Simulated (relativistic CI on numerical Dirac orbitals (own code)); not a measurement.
## Nb³⁺ (4d2) in a crystal field

Calculated by Dirac-Coulomb-Breit CI, KLI orbitals optimised for each configuration, QED by a radiative potential, valence Slater integrals scaled by 0.7, one configuration in a parametric crystal field (own radial code).

Field parameters in Wybourne normalisation: Oh B⁴₀ = 21Dq, B⁴₄ = √(5/14) B⁴₀. The field is a parameter set, without covalency.

S is read from ⟨S²⟩ = S(S + 1).

Levels (cm⁻¹, degeneracy): 0 (2), 37 (3), 817 (3), 1181 (1), 8170 (3), 8348 (2), 14617 (1), 14813 (3), 15062 (3), 15084 (2), 17581 (1), 21450 (1).

Q: Which field gives this pattern?
A. Oh, 10Dq = 6000 cm⁻¹
B. Oh, 10Dq = 34700 cm⁻¹
C. Oh, 10Dq = 15550 cm⁻¹
D. Oh, 10Dq = 44250 cm⁻¹

A: C. Oh, 10Dq = 15550 cm⁻¹, ground level with S = 1.00.
